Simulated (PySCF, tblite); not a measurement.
Isomers of C5H5ClNO (doublet state), one GFN2-xTB conformer each. Single-point energies are computed at B3LYP/pcH-1 (PySCF, gas phase, no added dispersion term), electronic only. GFN2-xTB treats the open shell by occupation alone, and not every SCF solution was tested for stability.

Question: Rank them by B3LYP/pcH-1 energy, lowest first (kJ/mol).
A. `[O:1]=[CH:2][NH:3]/[CH:4]=[CH:5]/[C:6]=[CH:7]\[Cl:8]` (doublet state) with O1–C2–N3–C4 0°, C2–N3–C4–C5 180°
B. `[O:1]=[CH:2][N:3]/[CH:4]=[CH:5]/[CH:6]=[CH:7]/[Cl:8]` (doublet state) with O1–C2–N3–C4 88°, C2–N3–C4–C5 0°, C4–C5–C6–C7 179°

Answer: B (0.0), A (19.1).

As drawn, the higher has an N–H bond, which the lower lacks. Neighbours under 21 kJ/mol apart (O=C[N]/C=C/C=C/Cl and O=CN/C=C/[C]=C\Cl) can change places with a better method, another conformer or zero-point energy. GFN2-xTB itself gives, in the same order: 0.0, 40.7. Both levels put the same isomer lowest.

Q: What happens when harmonic zero-point energies from GFN2-xTB frequencies are added?

A: 
```
           SMILES  ZPE (kJ/mol)  electronic (kJ/mol)  with ZPE (kJ/mol)
O=C[N]/C=C/C=C/Cl         225.7                  0.0                0.0
O=CN/C=C/[C]=C\Cl         226.9                 19.1               20.4
```

The zero-point energies span 1.2 kJ/mol. The order is unchanged.

Q: As an exercise, what shares would exp(−E/RT) give at 2000 K from these electronic energies alone (no entropy, no degeneracies)?

A: RT = 16.629 kJ/mol: O=C[N]/C=C/C=C/Cl 75.9 %, O=CN/C=C/[C]=C\Cl 24.1 %.
